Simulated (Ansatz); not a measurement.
```yaml
crystal:
  periodic: [true, true, true]
  atoms:
    - {symbol: C, position_ang: [-0.470051, -0.650265, 1.220802]}
    - {symbol: N, position_ang: [0.115398, 0.039391, 0.095601]}
    - {symbol: C, position_ang: [1.106008, -0.737051, -0.611533]}
    - {symbol: In, position_ang: [-0.745288, 1.631644, -0.717075]}
    - {symbol: F, position_ang: [-0.098632, 2.490460, -2.328261]}
    - {symbol: F, position_ang: [-2.198443, 2.596162, 0.125976]}
    - {symbol: H, position_ang: [0.308336, -0.911505, 1.950980]}
    - {symbol: H, position_ang: [-0.970083, -1.584424, 0.925518]}
    - {symbol: H, position_ang: [-1.203808, -0.023338, 1.731250]}
    - {symbol: H, position_ang: [1.529734, -0.173637, -1.445178]}
    - {symbol: H, position_ang: [0.695302, -1.675750, -1.011606]}
    - {symbol: H, position_ang: [1.931527, -1.001718, 0.063525]}
basis:
  gaussian: {orbitals: def2-TZVPD}
magnetization: {spin_polarized: true, initial_magnetization: 2}
hamiltonian: {xc: {name: r2SCAN0}}
```

```sh
$ ansatz run in.yaml --threads 4 --pin off --events-out ev --progress --plain --max-ram 11315MiB
```

Shortened log:

```
Error: YAML parse error: error: line 2 column 3: crystal: missing field `lattice` (a structure is typed as `lattice` and `atoms`, a molecule's as `atoms` in Å alone, or read from a run's directory, `checkpoint`)
 --> <input>:2:3
1 | crystal:
2 |   periodic: [true, true, true]
3 |   atoms:
4 |     - {symbol: C, position_ang: [-0.470051, -0.650265, 1.220802]}
```

Task: What is wrong with this run?

Result: The molecule is marked periodic without a cell. The program refused the input.
